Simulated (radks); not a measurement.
The numbers below are computed, except where a source is named.
The hafnium ion Hf2+, 70 electrons, occupied as [Kr] 4d10 4f14 5p6 5d2 6s2 (not the ground configuration). Code: a radial shooting solver on a logarithmic mesh with Libxc functionals. Model: scalar-relativistic Kohn-Sham, HCTH/407, spin-unpolarised, spherical densities, finite nucleus; Fermi nuclear charge, rms radius 5.347 fm.

Normalised radial functions P(r) = r R(r), r in bohr:

```
   r/bohr * 4s, o 4p, + 4d (the largest magnitude, 1.74, reaches the edge; | marks zero, & curves that meet)
 0.001993                             &   *
  0.00232                             &   *
  0.00268                             &   *
 0.003119                             &    *
 0.003632                             +o   *
 0.004228                             +o    *
 0.004883                             +o    *
 0.005684                             +o    *
 0.006617                             +o     *
 0.007642                             + o    *
 0.008897                             + o    *
  0.01036                             +  o   *
  0.01206                             +   o *
  0.01392                             +   o*
  0.01621                             +   *o
  0.01887                             |+*   o
  0.02179                             |&     o
  0.02537                           * |+      o
  0.02954                         *   | +      o
  0.03439                      *      |  +      o
  0.03971                    *        |  +      o
  0.04623                   *         |    +    o
  0.05382                  *          |     +  o
  0.06216                   *         |      o+
  0.07236                      *      |   o    +
  0.08424                          * o|          +
  0.09807                        o    |  *         +
   0.1133                   o         |       *     +
   0.1319                o            |            &
   0.1535              o              |           +   *
   0.1773               o             |        +     *
   0.2064                    o        |   +     *
   0.2402                          +o |*
   0.2797                   +*        |      o
    0.323           * +               |               o
    0.376    *   +                    |                     o
   0.4378  *   +                      |                         o
   0.5056    * +                      |                        o
   0.5886        +*                   |                    o
   0.6852            +  *             |               o
   0.7977                +   *        |          o
   0.9212                    +   *    |     o
    1.072                        +  * |  o
    1.248                          + *|o
    1.442                            +*o
    1.679                            +&
    1.954                             &
    2.275                             &
    2.627                             &
    3.058                             &
    3.561                             &
    4.112                             &
    4.787                             &
    5.573                             &
    6.488                             &
    7.493                             &
    8.723                             &
```

4s: eigenvalue -543.81 eV, 3 radial nodes at r = 0.0228, 0.0914, 0.245 bohr, <r> = 0.468 bohr, 90 % of the charge inside 0.672 bohr. 4p: eigenvalue -410.75 eV, 2 radial nodes at r = 0.0826, 0.248 bohr, <r> = 0.497 bohr, 90 % of the charge inside 0.723 bohr. 4d: eigenvalue -238.46 eV, 1 radial node at r = 0.227 bohr, <r> = 0.534 bohr, 90 % of the charge inside 0.802 bohr.
